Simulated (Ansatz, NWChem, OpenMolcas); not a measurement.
## C2H8OSi (SMILES CC[SiH2]O): the HOMO–LUMO gap, rung by rung

C2H8OSi has 12 atoms, charge 0, and is taken as a singlet. As SMILES, `CC[SiH2]O`. Geometry: relaxed at PBE0-D4/def2-TZVP. This is one conformer, not always the lowest.

Each level gives the HOMO–LUMO gap (eV). The values are calculated.

| level | kind | program | value (eV) | CPU time |
| --- | --- | --- | --- | --- |
| SVWN5/cc-pVDZ | LDA | Ansatz | 6.31 | 2.7 s |
| revPBE/cc-pVDZ | GGA | OpenMolcas | 6.53 | 71 s |
| r2SCAN/cc-pVDZ | meta-GGA | OpenMolcas | 7.33 | 2 min |
| M06-2X/cc-pVDZ | hybrid meta-GGA | NWChem | 10.87 | 68 s |
| PBE0/cc-pVDZ | global hybrid | OpenMolcas | 8.83 | 100 s |
| CAM-B3LYP/cc-pVDZ | range-separated hybrid | Ansatz | 11.18 | 4.2 s |
| HSE06/cc-pVDZ | range-separated hybrid | Ansatz | 8.05 | 4 s |
| wB97X/cc-pVDZ | range-separated hybrid | Ansatz | 13.38 | 13 s |

The values span 6.31 to 13.38 eV. Orbital gaps aren't excitation energies; they tend to grow with the share of exact exchange. Times are those of the runs behind each value, whatever else they computed, on shared processors of several kinds: orders of magnitude only.
